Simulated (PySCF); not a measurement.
Electron correlation in As (arsenic, neutral)

[Ar] 3d10 4s2 4p3, high-spin 4S determinant. Calculation: PySCF 2.14, in x2c-TZVPall (6s5p4d1f, 48 functions); scalar relativity by spin-free X2C-1e. Frozen: [Ar] 3d10; 5 electrons correlated.

MP2 pair energies summed by pair of shells (mhartree):

```json
{"pair": "4s-4p", "energy": "-45.46", "share (%)": "64.8"}
{"pair": "4p-4p", "energy": "-15.17", "share (%)": "21.6"}
{"pair": "4s-4s", "energy": "-9.49", "share (%)": "13.5"}
```

Total MP2 correlation energy: -70.12 mhartree.

Same-spin part -19.00 and opposite-spin part -51.12 mhartree; SCS-MP2 scales them by 1/3 and 6/5 to -67.68 mhartree.

| level | correlation energy (mhartree) |
| --- | --- |
| CCSD | -84.02 |
| (T) | -2.70 |
| CCSD(T) | -86.72 |

Diagnostics: T1 = 0.0030, D1 = 0.0079, largest double amplitude 0.052.

Cost of the coupled-cluster step: 0.52 s of wall time on 1 thread of Neoverse-V2 (shared host), for 5 correlated electrons.

Iterations:

```
CC2 = 0
CCSD nocc = (np.int64(4), np.int64(1)), nmo = (34, 34)
frozen orbitals [[0, 1, 2, 3, 4, 5, 6, 7, 8, 9, 10, 11, 12, 13], [0, 1, 2, 3, 4, 5, 6, 7, 8, 9, 10, 11, 12, 13]]
max_cycle = 100
direct = 0
conv_tol = 1e-08
conv_tol_normt = 1e-06
diis_space = 8
diis_start_cycle = 0
Init t2, MP2 energy = -0.0701244621175321
Init E_corr(UCCSD) = -0.0701244621234193
cycle = 1  E_corr(UCCSD) = -0.0811581650802663  dE = -0.011033703  norm(t1,t2) = 0.0369795
cycle = 2  E_corr(UCCSD) = -0.08326367734608  dE = -0.00210551227  norm(t1,t2) = 0.00993126
cycle = 3  E_corr(UCCSD) = -0.0840335788961658  dE = -0.00076990155  norm(t1,t2) = 0.00341878
cycle = 4  E_corr(UCCSD) = -0.0840200510068472  dE = 1.35278893e-05  norm(t1,t2) = 0.000467865
cycle = 5  E_corr(UCCSD) = -0.0840196019101132  dE = 4.49096734e-07  norm(t1,t2) = 4.78409e-05
cycle = 6  E_corr(UCCSD) = -0.0840194630256459  dE = 1.38884467e-07  norm(t1,t2) = 7.973e-06
cycle = 7  E_corr(UCCSD) = -0.0840195581298338  dE = -9.51041879e-08  norm(t1,t2) = 1.81231e-06
cycle = 8  E_corr(UCCSD) = -0.0840195240889522  dE = 3.40408816e-08  norm(t1,t2) = 2.30463e-07
cycle = 9  E_corr(UCCSD) = -0.0840195268098251  dE = -2.72087287e-09  norm(t1,t2) = 4.11285e-08
UCCSD converged
E(UCCSD) = -2259.094146241533  E_corr = -0.08401952680982505
UCCSD(T) correction = -0.00269601809403566
```
